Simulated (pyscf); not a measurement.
Single points on ωB97X-D3(BJ)/def2-SVP structures (PySCF, gas phase).

SMILES: [Zn]([CH3])[TeH]
```xyz
7

C      0.7523    -0.6769    -0.5193
Zn     0.6704     0.3599     1.1239
Te     0.5672     1.6799     3.2094
H     -0.0659    -0.4045    -1.2059
H      1.7046    -0.5054    -1.0480
H      0.6745    -1.7573    -0.3142
H     -0.7375     0.7734     3.6912
```

Question: What is the homolytic dissociation enthalpy (298 K, ωB97M-D3(BJ)/def2-TZVP) of the Te–Zn bond of H₃C–Zn–TeH (SMILES [CH3][Zn][TeH]), to [H₃C–Zn]• + TeH•?

Answer: Te–Zn to [H₃C–Zn]• + TeH•: 68.0 kcal/mol. The 7 functionals that were run give +61.9 (M06-2X) to +77.5 kcal/mol (ωB97X-D3(BJ)/def2-TZVP). The radicals are drawn with the spin at the cut bond; how far it spreads was not checked. Other isomers of [H₃C–Zn]• were not searched in full and may lie lower. Left out: the spin-orbit lowering of TeH, which is large for Br, Se, Te and I. Elements up to Kr have no core potential and no relativistic terms here. Elements past Kr carry the def2 core potentials, without spin-orbit coupling.
